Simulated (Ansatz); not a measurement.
```yaml
atoms:
  - { symbol: C, position_ang: [0.0000, 0.0000, -1.3903] }
  - { symbol: Br, position_ang: [0.0000, 0.0000, 0.3849] }
  - { symbol: H, position_ang: [0.0000, -0.9563, -1.7093] }
  - { symbol: H, position_ang: [-0.8282, 0.4782, -1.7093] }
  - { symbol: H, position_ang: [0.8282, 0.4782, -1.7093] }
```

Basis set: def2-TZVP (spherical functions). Correlated methods keep 10 orbitals frozen. Charge 0, multiplicity 1.

Computed with Ansatz (development build ahead of 0.2.0); each method stands on the lowest determinant of its kind that the runs found. Restricted open shells among the atoms or ions are ROHF, correlated in semicanonical orbitals with singles.

The atomization energy at this shape (free ground-state atoms in the same class of orbitals less the molecule, no zero-point energy) of singlet CH₃Br:

```csv
method,atomization energy
RHF-MP2,15.51 eV
```

Problem. What does RHF give?

Solution. 12.01 eV. Caution: the shape is not the minimum.
